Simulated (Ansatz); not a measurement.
Cost and result for the atomization energy of CH3BrMgS, SMILES `C[S][Mg][Br]` (7 atoms, 6 bonds).

The species carries charge 0 and has multiplicity 1. Correlated methods include outer-core shells of Br, Mg, which these sets cover unevenly. Scalar relativity is left out up to krypton. The structure was optimised at the PBE0-D4/def2-TZVP level. It is one conformer, not always the lowest. Program: Ansatz. All runs use 4 threads of an Arm Neoverse V1 on a shared host. Times are those of one run each, without the atoms' runs, and a repeat can differ threefold. Electronic energies, without spin–orbit coupling; frozen cores. CCSD(T)/CBS adds CCSD(T) − MP2 in def2-TZVPP to the MP2 limit, and its time is that of the two runs behind it. T1 = 0.008. With those shells the extrapolation isn't a true limit. HSE06 is the plane-wave form, built on full-range PBE exchange.

CCSD(T)/CBS is a level of theory with its own doubt, some kJ/mol a heavy atom from the limit and from the frozen cores, so smaller differences don't rank the functionals.

```tsv
level	functions	wall time
revPBE-D4/def2-TZVPP	195	1.6 s
BLYP-D4/def2-TZVPP	195	1.6 s
PBE0-D4/def2-TZVPP	195	2.4 s
BHLYP-D4/def2-TZVPP	195	2.7 s
CAM-B3LYP-D4/def2-TZVPP	195	2.7 s
HSE06-D4/def2-TZVPP	195	2.9 s
CCSD(T)/def2-SVP	97	4.5 s
r2SCANh-D4/def2-TZVPP	195	4.6 s
ωB97X-V/def2-TZVPP	195	7 s
ωB97M-V/def2-TZVPP (with forces)	195	10 s
MP2/def2-QZVPP	369	13 s
CCSD(T)/def2-TZVPP	195	88 s
CCSD(T)/CBS(def2)	–	100 s
```

Task: What atomization energy does each give, and how far from CCSD(T)/CBS? (Best estimate.)

Result: The calculation gave: 
| level | atomization (kcal/mol) | difference from CCSD(T)/CBS | per bond |
| --- | --- | --- | --- |
| revPBE-D4/def2-TZVPP | 518.6 | -9.5 | -1.6 |
| BLYP-D4/def2-TZVPP | 514.9 | -13.2 | -2.2 |
| PBE0-D4/def2-TZVPP | 525.4 | -2.7 | -0.5 |
| BHLYP-D4/def2-TZVPP | 508.4 | -19.7 | -3.3 |
| CAM-B3LYP-D4/def2-TZVPP | 520.1 | -8.0 | -1.3 |
| HSE06-D4/def2-TZVPP | 525.8 | -2.3 | -0.4 |
| CCSD(T)/def2-SVP | 491.5 | -36.6 | -6.1 |
| r2SCANh-D4/def2-TZVPP | 528.1 | 0.0 | 0.0 |
| ωB97X-V/def2-TZVPP | 526.4 | -1.7 | -0.3 |
| ωB97M-V/def2-TZVPP (with forces) | 522.1 | -6.0 | -1.0 |
| MP2/def2-QZVPP | 530.7 | 2.6 | 0.4 |
| CCSD(T)/def2-TZVPP | 507.8 | -20.3 | -3.4 |
| CCSD(T)/CBS(def2) | 528.1 | 0.0 | 0.0 |

In def2-TZVPP, CCSD(T) changes the Hartree–Fock value by +116.2 kcal/mol (the triples alone add +8.0 kcal/mol) and MP2 by +127.2 kcal/mol; breaking electron pairs costs correlation energy, which Hartree–Fock lacks. At CCSD(T), def2-SVP lies −36.7 kcal/mol from the extrapolated value and def2-TZVPP −20.3 kcal/mol: correlation converges slowly with the basis, and small sets miss more of it in the bonded molecule than in its fragments. From PBE to PBE0 (25 % exact exchange), in def2-TZVPP and without D4, the atomization energy moves by −4.7 kcal/mol: exact exchange takes away binding that semilocal exchange gives to molecules.
